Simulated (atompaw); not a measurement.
Pseudopotential generation for Cu (Z = 29): PAW (atompaw), LDA (PW92), scalar-relativistic.

```
Element                 : copper
Generator               : atompaw 4.2.0.5
Type                    : PAW
Functional              : LDA (PW92)
Relativity              : scalar-relativistic
Frozen core             : [Ar]
Valence charge          : 11
Reference configuration : 3d10 4s1 4p0
Partial waves           : 4s (bound): rc 2.40 bohr; 4s channel at 1.05 Ry: rc 2.40 bohr; 4p (bound, empty): rc 3.00 bohr; 4p channel at 0.5 Ry: rc 3.00 bohr; 3d (bound): rc 1.65 bohr; 3d channel at 4.25 Ry: rc 1.65 bohr
Local potential         : ultrasoft scheme with l = 3 at -0.5 Ry, radius 2.30 bohr
Core correction         : smooth core density matched at 2.55 bohr
Augmentation charge     : sinc compensation charge, radius 3.00 bohr; PAW radius 3.00 bohr; waves and projectors: custom rrkj gramschmidtortho
```

All-electron outer shells of the reference configuration (LDA (PW92), scalar-relativistic, ld1.x):

```tsv
shell	level (eV)	outermost node (bohr)	outermost maximum (bohr)
3s	-114.15	0.29	0.61
3p	-72.03	0.26	0.62
3d	-5.32	–	0.60
4s	-4.86	0.89	2.24
4p	-0.78	0.98	3.52
```

(1) Estimate the cutoffs (Ry, on a coarse ladder) from which the occupation-weighted sum of valence levels, in a spherical-Bessel basis at the reference potential, stays within 10 and 1 mRy of its value at 400 Ry.

(2) What does a ghost test show?

(3) Is the overlap operator S = 1 + Σ q|β⟩⟨β| positive definite (Bessel basis up to 400 Ry)?

(4) Which valence shell sets the plane-wave cutoff?

## Answers

(1) 40 Ry and 70 Ry.

(2) No extra level below or beside the all-electron valence levels (s, p, d, f tested).

(3) Yes: its lowest eigenvalue is 0.41 (s channel).

(4) 3d: its level needs 40 Ry to come within 1 mRy, against 6 Ry for 4s.
